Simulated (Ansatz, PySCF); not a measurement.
Process, species as SMILES: O=[SiH2] [oxosilane] -> O=[SiH2] as triplet, charge 0
Geometries: B3LYP-D3(BJ)/def2-TZVP minima from Ansatz (a first-principles code). Frequencies are from Ansatz or PySCF. A spin state is the lowest found, not a proven ground state.
Geometry of the first species:
```xyz
4

Si     0.0729    -0.4313    -0.0029
O     -0.1804     1.0669     0.0071
H     -0.9986    -1.4531    -0.0255
H      1.4209    -1.0442     0.0090
```
Charge 0, spin multiplicity 1.

Wanted: adiabatic triplet-singlet gap (0 K, with B3LYP-D3(BJ) harmonic zero-point energies), in kcal/mol. Valence correlation only, unless marked. UHF or UKS for open shells. Spin-orbit coupling is left out. Non-relativistic. CBS(X,Y): correlation extrapolated as X^-3; Hartree-Fock from the larger set.

CCSD(T)/CBS(def2-TZVPPD,def2-QZVPPD) (Ansatz) gives 62.3 kcal/mol.

Question: Another calculation gave 55.9 kcal/mol. Which level was it?
A) TPSSh/def2-TZVPD (PySCF)
B) CAM-B3LYP/def2-TZVPD (Ansatz)
C) HF/def2-TZVPD (PySCF)
D) B2PLYP/def2-TZVPD (Ansatz)

Answer: B, CAM-B3LYP/def2-TZVPD (Ansatz). The others give 52.2 (TPSSh), 60.9 (B2PLYP), 24.8 (HF) kcal/mol.
